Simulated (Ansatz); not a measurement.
Consider the cleavage of the Si–Ge bond: `F[Si](F)(F)[GeH3]` + CH₃OH → `CO[Si](F)(F)F` + GeH₄.

Isolated molecules relaxed with PBE0-D4/def2-TZVP in Ansatz; ΔE leaves out vibrations. CCSD(T)/CBS adds triple-zeta CCSD(T) − MP2 to the extrapolated MP2 energy (def2 sets, frozen cores). This one scheme is used for every species. Functionals use def2-TZVPP. For Ge outer-core shells are correlated without core-valence functions, which leaves a few kJ/mol of doubt a bond. Scalar relativity is left out up to krypton. One conformer a species, not always the lowest.

CCSD(T)/CBS gives -26.3 kcal/mol.

**Question.** Another level gave -23.4 kcal/mol. Which?
A. r2SCAN-D4/def2-TZVPP
B. r2SCAN0-D4/def2-TZVPP
C. SCS-MP2/def2-TZVPP
D. BLYP/def2-TZVPP

**Answer.** D. BLYP -23.4, r2SCAN0-D4 -27.3, SCS-MP2/def2-TZVPP -28.6, r2SCAN-D4 -26.2 kcal/mol.

Largest T1 diagnostic among the species: 0.012.

At CCSD(T), def2-SVP lies −1.0 kcal/mol from the extrapolated value and def2-TZVPP −1.0 kcal/mol. In def2-TZVPP, CCSD(T) changes the Hartree–Fock value by +5.6 kcal/mol (the triples alone add +0.7 kcal/mol) and MP2 by +5.0 kcal/mol. From r2SCAN to r2SCAN0 (25 % exact exchange), in def2-TZVPP and without D4, ΔE moves by −1.1 kcal/mol.
